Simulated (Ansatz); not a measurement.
`[NH2][Mg][N]([SiH3])[SiH3]` + H₂ → `[MgH][N]([SiH3])[SiH3]` + NH₃  (hydrogenolysis of a Mg–N bond)

Gas-phase electronic energies from Ansatz, PBE0-D4/def2-TZVP geometries. CBS: MP2 limit from def2 TZ/QZ plus the TZ coupled-cluster correction, frozen cores. This one scheme is used for every species. DFT in def2-TZVPP. For Mg outer-core shells are correlated without core-valence functions, which leaves a few kJ/mol of doubt a bond. One conformer a species, not always the lowest.

| species | CAM-B3LYP-D4 energy (Eh) |
| --- | --- |
| `[NH2][Mg][N]([SiH3])[SiH3]` | -893.50752 |
| H₂ | -1.17164 |
| `[MgH][N]([SiH3])[SiH3]` | -838.11001 |
| NH₃ | -56.55787 |

(1) Work out ΔE.

Largest T1 diagnostic among the species: 0.011.

Results:

(1) ΔE = (-838.11001) + (-56.55787) − (-893.50752) − (-1.17164) = 0.01128 Eh = +29.6 kJ/mol. CCSD(T)/CBS gives +38.5 kJ/mol.

From PBE to PBE0 (25 % exact exchange), in def2-TZVPP and without D4, ΔE moves by −3.1 kJ/mol. In def2-TZVPP, CCSD(T) changes the Hartree–Fock value by +18.5 kJ/mol (the triples alone add +2.9 kJ/mol) and MP2 by +29.0 kJ/mol. At CCSD(T), def2-SVP lies −7.2 kJ/mol from the extrapolated value and def2-TZVPP −6.0 kJ/mol.
